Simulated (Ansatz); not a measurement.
Basis-set extrapolation for `[SiH3]O[Si]1(Cl)CO1` (PBE0-D4/def2-TZVP geometry, frozen core, Ansatz 0.2.0). Multiplicity 1, RHF reference.

|  | def2-TZVPP | def2-QZVPP |
| --- | --- | --- |
| HF | -1228.126829 | -1228.167949 |
| MP2 correlation | -1.054509 | -1.141459 |
| CCSD(T) correlation | -1.145759 | not run |

Energies in hartree. Use E(X) = E(∞) + A·exp(−7.88·√X) for Hartree–Fock and E(X) = E(∞) + B·X^(−2.97) for correlation, with X = 3 and 4, and add CCSD(T) minus MP2 of the smaller set to the MP2 limit.

Task: What is the CCSD(T) energy at the basis-set limit?

Result: HF limit: -1228.167949 + (-0.041120) × 0.13774 = -1228.17361. MP2 limit: -1.141459 + (-0.086950) × 0.74074 = -1.20587. Higher-order term: -1.145759 − (-1.054509) = -0.09125. Total: -1229.47073 hartree, 124.3 kcal/mol below CCSD(T)/def2-TZVPP.
